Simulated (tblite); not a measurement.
Compound: monosilicic acid, H4O4Si.
Atom-mapped SMILES: `[OH:1][Si:2]([OH:3])([OH:4])[OH:5]` (hydrogens: H6 on O1; H7 on O3; H8 on O4; H9 on O5)

Computed with GFN2-xTB (tblite), gas phase: Langevin dynamics at 300 K from the optimised GFN2-xTB geometry, time step 0.5 fs, friction 0.01 fs⁻¹, 2000 steps. The instantaneous temperature is 2·E(kin)/(3Nk) with all 3N coordinates.

| t (fs) | T (K) | E(pot) above start (eV) | O1–Si2 (Å) | Si2–O3 (Å) | Si2–O4 (Å) | Si2–O5 (Å) | O1–H6 (Å) |
| --- | --- | --- | --- | --- | --- | --- | --- |
| 0 | 279 | 0.000 | 1.625 | 1.625 | 1.625 | 1.625 | 0.952 |
| 25 | 138 | 0.275 | 1.592 | 1.640 | 1.636 | 1.593 | 0.979 |
| 50 | 254 | 0.226 | 1.645 | 1.626 | 1.602 | 1.645 | 0.959 |
| 75 | 219 | 0.285 | 1.624 | 1.611 | 1.633 | 1.666 | 0.940 |
| 100 | 270 | 0.262 | 1.624 | 1.644 | 1.650 | 1.630 | 0.966 |
| 125 | 196 | 0.290 | 1.663 | 1.638 | 1.632 | 1.578 | 0.996 |
| 150 | 244 | 0.245 | 1.635 | 1.635 | 1.627 | 1.646 | 0.945 |
| 175 | 212 | 0.291 | 1.610 | 1.634 | 1.601 | 1.667 | 0.926 |
| 200 | 300 | 0.212 | 1.655 | 1.633 | 1.614 | 1.612 | 0.940 |
| 225 | 288 | 0.313 | 1.638 | 1.636 | 1.636 | 1.628 | 0.952 |
| 250 | 242 | 0.257 | 1.612 | 1.644 | 1.615 | 1.657 | 0.978 |
| 275 | 226 | 0.334 | 1.595 | 1.632 | 1.698 | 1.593 | 0.988 |
| 300 | 373 | 0.245 | 1.660 | 1.608 | 1.602 | 1.668 | 0.950 |
| 325 | 282 | 0.354 | 1.660 | 1.605 | 1.562 | 1.681 | 0.922 |
| 350 | 290 | 0.496 | 1.591 | 1.642 | 1.721 | 1.578 | 0.962 |
| 375 | 460 | 0.290 | 1.662 | 1.622 | 1.605 | 1.667 | 0.971 |
| 400 | 431 | 0.445 | 1.638 | 1.617 | 1.615 | 1.612 | 0.922 |
| 425 | 407 | 0.371 | 1.629 | 1.627 | 1.643 | 1.617 | 0.936 |
| 450 | 283 | 0.569 | 1.602 | 1.645 | 1.589 | 1.681 | 0.984 |
| 475 | 300 | 0.485 | 1.602 | 1.607 | 1.644 | 1.631 | 0.977 |
| 500 | 246 | 0.445 | 1.653 | 1.604 | 1.663 | 1.641 | 0.944 |
| 525 | 397 | 0.299 | 1.630 | 1.665 | 1.608 | 1.587 | 0.939 |
| 550 | 385 | 0.237 | 1.607 | 1.622 | 1.617 | 1.644 | 0.985 |
| 575 | 272 | 0.349 | 1.657 | 1.618 | 1.603 | 1.641 | 0.952 |
| 600 | 174 | 0.497 | 1.595 | 1.667 | 1.636 | 1.601 | 0.928 |
| 625 | 324 | 0.226 | 1.615 | 1.642 | 1.619 | 1.626 | 0.953 |
| 650 | 282 | 0.240 | 1.630 | 1.619 | 1.592 | 1.650 | 0.973 |
| 675 | 377 | 0.225 | 1.624 | 1.637 | 1.629 | 1.645 | 0.982 |
| 700 | 208 | 0.453 | 1.659 | 1.615 | 1.603 | 1.622 | 0.945 |
| 725 | 450 | 0.291 | 1.632 | 1.637 | 1.666 | 1.649 | 0.917 |
| 750 | 409 | 0.431 | 1.617 | 1.634 | 1.612 | 1.631 | 0.969 |
| 775 | 417 | 0.505 | 1.654 | 1.648 | 1.667 | 1.622 | 0.988 |
| 800 | 294 | 0.454 | 1.615 | 1.654 | 1.598 | 1.611 | 0.956 |
| 825 | 296 | 0.336 | 1.598 | 1.678 | 1.642 | 1.682 | 0.941 |
| 850 | 328 | 0.192 | 1.646 | 1.579 | 1.657 | 1.590 | 0.973 |
| 875 | 180 | 0.429 | 1.654 | 1.647 | 1.614 | 1.640 | 1.010 |
| 900 | 364 | 0.281 | 1.589 | 1.617 | 1.577 | 1.633 | 0.926 |
| 925 | 302 | 0.343 | 1.641 | 1.631 | 1.668 | 1.631 | 0.923 |
| 950 | 318 | 0.236 | 1.631 | 1.640 | 1.631 | 1.577 | 0.963 |
| 975 | 236 | 0.324 | 1.637 | 1.641 | 1.611 | 1.678 | 0.967 |
| 1000 | 290 | 0.243 | 1.612 | 1.618 | 1.630 | 1.627 | 0.971 |

Question: From 500 fs on, how do temperature and potential energy compare with equipartition?

Answer: The mean temperature of these 21 frames is 312 K against the target 300 K, and the mean potential energy 0.34 eV against 21 × kT/2 = 0.27 eV for 21 classical harmonic modes. For 9 atoms in a canonical ensemble the temperature itself scatters by T·√(2/(3N)) = 82 K; here its standard deviation is 76 K. The whole run lasts only 10 friction times of 100 fs, so these averages carry a wide statistical error.

Question: What are the kinetic and total energies of the listed frame with the highest potential energy?

Answer: The one at 450 fs, 0.569 eV above the start. Its kinetic energy is 3NkT/2 = 0.330 eV at 283 K, so the sum is 0.90 eV; over the listed frames the sum runs from 0.32 to 0.99 eV, since the thermostat adds and removes energy.

Question: How much do the listed bonds fluctuate from 500 fs on?

Answer: 
```tsv
bond	at the start (Å)	mean (Å)	standard deviation (Å)
O1–Si2	1.625	1.628	0.021
Si2–O3	1.625	1.634	0.022
Si2–O4	1.625	1.626	0.026
Si2–O5	1.625	1.630	0.026
O1–H6	0.952	0.957	0.024
```

The motion is classical and holds no zero-point motion.

What follows is the cost of the whole dynamics run. Hardware: Arm Neoverse V2, one thread, shared host. Cost: 4.6 s, 0.18 GiB resident at most.
